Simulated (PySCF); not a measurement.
BF3, charge -1, doublet, at a GFN2-xTB geometry (a state made from the parent by changing its charge; the spin is typed, not shown lowest) (in this run its highest filled SCF level lies above zero, so its values depend strongly on the basis, on diffuse functions most of all); PBE0/3-21G, optimisation and frequencies (PySCF).

Here is a job for PySCF.
```python
from pyscf import gto, scf, dft
from pyscf.geomopt import geometric_solver
from pyscf.hessian import thermo

mol = gto.M(
    atom='''
B    -0.110208    0.175314    0.413857
F    -1.102955   -0.762789   -0.066412
F     0.013110    1.200616   -0.600930
F     1.151072   -0.535223    0.437422
''',
    basis='3-21g',
    charge=-1,
    spin=1,
    verbose=3,
)

def method(m):
    mf = dft.UKS(m)
    mf.xc = 'pbe0'
    return mf

conv, mol_eq = geometric_solver.kernel(method(mol), maxsteps=100, convergence_set='GAU_TIGHT')
print('optimisation converged:', conv)
print(mol_eq.tostring(format='xyz'))
mf = method(mol_eq)
mf.kernel()
hess = mf.Hessian().kernel()
freq = thermo.harmonic_analysis(mf.mol, hess)
print('frequencies / cm-1', freq['freq_wavenumber'].round(1))
th = thermo.thermo(mf, freq['freq_au'], 298.15, 101325)
thermo.dump_thermo(mf.mol, th)
```

It wrote (shortened):

```
Custom engine selected.
Bonds will be generated from interatomic distances less than 1.20 times sum of covalent radii
12 internal coordinates being used (instead of 12 Cartesians)
Internal coordinate system (atoms numbered from 1):
Distance 1-2
Distance 1-3
Distance 1-4
Angle 2-1-3
Angle 2-1-4
Angle 3-1-4
Translation-X 1-4
Translation-Y 1-4
Translation-Z 1-4
Rotation-A 1-4
Rotation-B 1-4
Rotation-C 1-4
<class 'geometric.internal.Distance'> : 3
<class 'geometric.internal.Angle'> : 3
<class 'geometric.internal.TranslationX'> : 1
<class 'geometric.internal.TranslationY'> : 1
<class 'geometric.internal.TranslationZ'> : 1
<class 'geometric.internal.RotationA'> : 1
<class 'geometric.internal.RotationB'> : 1
<class 'geometric.internal.RotationC'> : 1
> ===== Optimization Info: ====
> Job type: Energy minimization
> Maximum number of optimization cycles: 100
> Initial / maximum trust radius (Angstrom): 0.100 / 0.300
> Convergence Criteria:
> Will converge when all 5 criteria are reached:
>  |Delta-E| < 1.00e-06
>  RMS-Grad  < 1.00e-05
>  Max-Grad  < 1.50e-05
>  RMS-Disp  < 4.00e-05
>  Max-Disp  < 6.00e-05
> === End Optimization Info ===

Geometry optimization cycle 1
Cartesian coordinates (Angstrom)
 Atom        New coordinates             dX        dY        dZ
   B  -0.110208   0.175314   0.413857    0.000000  0.000000  0.000000
   F  -1.102955  -0.762789  -0.066412    0.000000  0.000000  0.000000
   F   0.013110   1.200616  -0.600930    0.000000 -0.000000  0.000000
   F   1.151072  -0.535223   0.437422    0.000000  0.000000  0.000000

WARN: Mole.unit (angstrom) is changed to Bohr

converged SCF energy = -322.42535035451  <S^2> = 0.75079606  2S+1 = 2.0007959
--------------- UKS_Scanner gradients ---------------
         x                y                z
0 B    -0.0090013815     0.0143297433     0.0338432518
1 F    -0.0046675005    -0.0097498678    -0.0112456117
2 F     0.0029704847     0.0036356539    -0.0148986434
3 F     0.0105816911    -0.0081784596    -0.0078133292
----------------------------------------------
cycle 1: E = -322.425350355  dE = -322.425  norm(grad) = 0.0464646
Step    0 : Gradient = 2.323e-02/3.784e-02 (rms/max) Energy = -322.4253503545
[...]
Geometry optimization cycle 2
Cartesian coordinates (Angstrom)
 Atom        New coordinates             dX        dY        dZ
   B  -0.088303   0.142040   0.337693    0.021905 -0.033274 -0.076164
   F  -1.127162  -0.765110  -0.038907   -0.024207 -0.002321  0.027505
[...]
converged SCF energy = -322.427769232514  <S^2> = 0.75073607  2S+1 = 2.0007359
Step    9 : Displace = 1.247e-03/2.139e-03 (rms/max) Trust = 3.000e-01 (=) Grad = 1.293e-04/2.055e-04 (rms/max) E (change) = -322.4277692325 (-3.402e-06) Quality = 0.791
converged SCF energy = -322.42776905287  <S^2> = 0.75073617  2S+1 = 2.000736
Step   10 : Displace = 6.880e-05/1.144e-04 (rms/max) Trust = 3.000e-01 (=) Grad = 1.744e-04/2.821e-04 (rms/max) E (change) = -322.4277690529 (+1.796e-07) Quality = -0.441
converged SCF energy = -322.42776910219  <S^2> = 0.75073603  2S+1 = 2.0007359
Step   11 : Displace = 9.379e-05/1.580e-04 (rms/max) Trust = 3.440e-05 (-) Grad = 1.013e-04/1.661e-04 (rms/max) E (change) = -322.4277691022 (-4.932e-08) Quality = 0.200
converged SCF energy = -322.427769110897  <S^2> = 0.75073601  2S+1 = 2.0007359
Step   12 : Displace = 1.731e-05/2.873e-05 (rms/max) Trust = 1.720e-05 (-) Grad = 9.052e-05/1.475e-04 (rms/max) E (change) = -322.4277691109 (-8.707e-09) Quality = 0.813
converged SCF energy = -322.427769122059  <S^2> = 0.75073597  2S+1 = 2.0007358
Step   13 : Displace = 2.631e-05/4.415e-05 (rms/max) Trust = 2.432e-05 (+) Grad = 7.304e-05/1.175e-04 (rms/max) E (change) = -322.4277691221 (-1.116e-08) Quality = 0.830
converged SCF energy = -322.427769132043  <S^2> = 0.75073593  2S+1 = 2.0007358
Step   14 : Displace = 3.264e-05/5.565e-05 (rms/max) Trust = 3.440e-05 (+) Grad = 5.013e-05/7.918e-05 (rms/max) E (change) = -322.4277691320 (-9.984e-09) Quality = 0.778
converged SCF energy = -322.427769141011  <S^2> = 0.75073582  2S+1 = 2.0007357
Step   15 : Displace = 4.932e-05/8.490e-05 (rms/max) Trust = 4.865e-05 (+) Grad = 1.192e-05/1.749e-05 (rms/max) E (change) = -322.4277691410 (-8.968e-09) Quality = 0.844
[...]
[...]
Geometry optimization cycle 17
Cartesian coordinates (Angstrom)
 Atom        New coordinates             dX        dY        dZ
   B  -0.089787   0.109994   0.335479   -0.000087  0.000401  0.000250
   F  -1.043641  -0.876855  -0.048146   -0.000620  0.001021  0.000016
   F  -0.043476   1.130199  -0.658419    0.000378  0.000711  0.000612
   F   1.194916  -0.496495   0.446043   -0.000402 -0.000312  0.000011
converged SCF energy = -322.427769127415  <S^2> = 0.7507358  2S+1 = 2.0007357
--------------- UKS_Scanner gradients ---------------
         x                y                z
0 B     0.0000461794    -0.0000086931     0.0000177492
1 F     0.0000403693    -0.0000046286     0.0000201454
2 F     0.0000280880     0.0000124606     0.0000393614
3 F     0.0000503963    -0.0000142996    -0.0000138502
----------------------------------------------
cycle 17: E = -322.427769127  dE = 1.35958e-08  norm(grad) = 0.000100048
Step   16 : Displace = 1.613e-05/2.490e-05 (rms/max) Trust = 6.880e-05 (+) Grad = 3.384e-06/4.766e-06 (rms/max) E (change) = -322.4277691274 (+1.360e-08) Quality = -4.926
[...]
Converged! =D

optimisation converged: True
4
XYZ from PySCF
B          -0.08978683        0.10999410        0.33547932
F          -1.04364066       -0.87685494       -0.04814586
F          -0.04347598        1.13019863       -0.65841870
F           1.19491570       -0.49649469        0.44604343

converged SCF energy = -322.427769127507  <S^2> = 0.7507358  2S+1 = 2.0007357
frequencies / cm-1 [ 407.6  409.7  590.  1017.4 1185.3 1185.7]
temperature 298.1500 [K]
pressure 101325.00 [Pa]
Rotational constants [GHz] 9.46660 9.46372 4.92594
Symmetry number 1
Zero-point energy (ZPE) 0.01093 [Eh]   28684.417 [J/mol]
                           tot       elec      trans        rot        vib
Entropy [J/mol/K]       278.424      5.763    161.334    100.846     10.481
Cv [J/mol/K]             44.791      0.000     12.472     12.472     19.847
Cp [J/mol/K]             53.105      0.000     20.786     12.472     19.847
Internal energy [J/mol]                      3718.434   3718.434  30883.519
Internal energy [Eh]   -322.41317  -322.42777
Enthalpy [J/mol]                             6197.391   3718.434  30883.519
Enthalpy [Eh]          -322.41223
Gibbs free energy [J/mol]                  -41904.471 -26348.707  27758.608
Gibbs free energy [Eh] -322.44385
```
